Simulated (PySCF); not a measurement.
Below is a simulated gas-phase P 2p photoelectron spectrum of (H2B-mu-PH2)3 (B3H12P3).

Every computed line was given a Gaussian of 0.7 eV full width at half maximum and an area set by the number of equivalent atoms (split 2:1 within a doublet); the highest printed point is 100. Level of theory: delta-SCF UKS SCAN, pcX-2 on the ionised atom, pcseg-1 elsewhere, spin-free X2C (PySCF).

binding energy (eV), intensity and a bar:
```
    136.0          1 
    136.1          2 
    136.2          4 #
    136.3          9 ###
    136.4         17 #####
    136.5         30 #########
    136.6         48 ##############
    136.7         68 #####################
    136.8         87 ##########################
    136.9         98 ##############################
    137.0        100 ##############################
    137.1         92 ###########################
    137.2         77 #######################
    137.3         61 ##################
    137.4         49 ###############
    137.5         44 #############
    137.6         45 #############
    137.7         48 ###############
    137.8         51 ###############
    137.9         50 ###############
    138.0         44 #############
    138.1         35 ###########
    138.2         25 ########
    138.3         16 #####
    138.4          9 ###
    138.5          5 #
    138.6          2 #
    138.7          1 
    138.8          0 
    138.9          0
```

**Question.** Count the maxima, the lines and the sites behind this envelope.

**Answer.** The curve has 2 maxima (at 137.0 and 137.8 eV). Under it lie 2 lines from 1 inequivalent phosphorus site, drawn as a 2p3/2, 2p1/2 pair.

**Question.** Decompose the envelope and assign each component. Bonds: B1–P4, B1–P12, P4–B5, B5–P8, P8–B9, B9–P12. Hydrogens: H2, H3 on B1; H13, H14 on P4; H6, H7 on B5; H15, H16 on P8; H10, H11 on B9; H17, H18 on P12.

**Answer.** 
```tsv
position (eV)	relative area	line	atoms	environment
136.96	2.00	P 2p3/2	P4/P8/P12	phosphorus bonded to 2 B and 2 H
137.85	1.00	P 2p1/2	P4/P8/P12	phosphorus bonded to 2 B and 2 H
```

**Question.** What are the centre and the root-mean-square width of the whole band?

**Answer.** The area-weighted mean of the lines is 137.26 eV. Their own spread about it is 0.42 eV (rms) and each Gaussian has σ = 0.7/2.355 = 0.30 eV; the variances add, which gives 0.51 eV.

The curve has no shake-up lines and no vibrational structure. Atoms equivalent by their bonding share one computed value, that of the first of them. 2p3/2 and 2p1/2 are the ΔSCF energy of one spin-free 2p hole plus the eigenvalues of a spin–orbit and ligand-field matrix of the shell. 2p1/2 minus 2p3/2 (ligand field included): P 0.89 eV. Geometry: PBE0-D3(BJ)/def2-SVP, one conformer, isolated molecule.
